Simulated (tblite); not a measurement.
Cl5Sb (SMILES [Cl][Sb]([Cl])([Cl])([Cl])[Cl]), singlet, at a GFN2-xTB geometry; GFN1-xTB run with tblite.

The tblite input:
```
$ tblite run mol.xyz --method gfn1 --charge 0 --spin 0 --json tblite.json --no-restart

# file mol.xyz
6

Sb    -0.00000000     0.00000000    -0.00000000
Cl     1.96949773    -0.36395964    -1.23270781
Cl     1.00843566    -1.01938883     1.91215478
Cl    -1.00843566     1.01938883    -1.91215478
Cl    -1.69224415    -1.63303023     0.02187406
Cl    -0.27725357     1.99698987     1.21083376
```

### Question
Predict the main parts of the log of this tblite run.

### Answer

```
xTB calculator
 | screened Coulomb repulsion
 | Coulomb electrostatics
 |  * isotropic Klopman-Ohno-Mataga-Nishimoto electrostatics
 |  * onsite third-order electrostatics
 | DFT-D3(BJ) dispersion correction

halogen bonding energy    0.0000000000000E+00 Eh
repulsion energy          1.4520712375781E-02 Eh
dispersion energy        -5.2223001364277E-03 Eh
number of electrons       4.0000000000000E+01 e
integral cutoff           4.0000000000000E+01 bohr

------------------------------------------------------------
  cycle        total energy    energy error   density error
------------------------------------------------------------
      1     -23.69205665315  -2.3701355E+01   5.0688396E-01
      2     -23.80282618300  -1.1076953E-01   2.7430910E-01
      3     -23.89750526765  -9.4679085E-02   1.7603042E-01
      4     -23.91198902722  -1.4483760E-02   5.5403720E-03
      5     -23.91200612286  -1.7095634E-05   1.1979067E-03
      6     -23.91200670423  -5.8137770E-07   9.4062905E-04
      7     -23.91200734581  -6.4157516E-07   1.3845072E-05
------------------------------------------------------------

electronic energy        -2.3921305758049E+01 Eh
total energy             -2.3912007345810E+01 Eh

Post processing:
 | Mayer-Wiberg bond orders

[Info] JSON dump of results written to 'tblite.json'
```
